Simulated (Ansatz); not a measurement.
Cartesian coordinates in Å:
```
O -1.400 2.248 -0.198
Al -0.614 0.937 -0.913
Cl 0.262 1.180 -2.806
C -0.516 -0.747 0.017
Si 1.088 -1.041 0.929
H -1.464 3.111 -0.604
H -0.649 -1.558 -0.708
H -1.342 -0.792 0.735
H 1.308 0.029 1.940
H 2.232 -1.015 -0.023
H 1.095 -2.353 1.632
```

The species carries charge 0 and has multiplicity 1.

Task: List the B3LYP/def2-TZVPP orbital energies in eV (Ansatz). (Estimate.)

Result: The calculation gave: Occupied: -2762.15, -1798.91, -1524.98, -520.37, -276.54, -256.91, -195.89, -195.82, -195.80, -143.45, -112.94, -98.76, -98.76, -98.76, -73.67, -73.54, -73.46, -26.85, -22.05, -19.08, -14.33, -14.02, -11.79, -11.22, -10.27, -9.68, -9.46, -9.34, -9.18, -8.96, -8.90, -8.35. Lowest empty: -0.76, -0.64, 0.63, 1.00, 1.28, 1.47, 1.97, 2.04.

B3LYP here is the variant with VWN-RPA as its local correlation; programs differ in this.
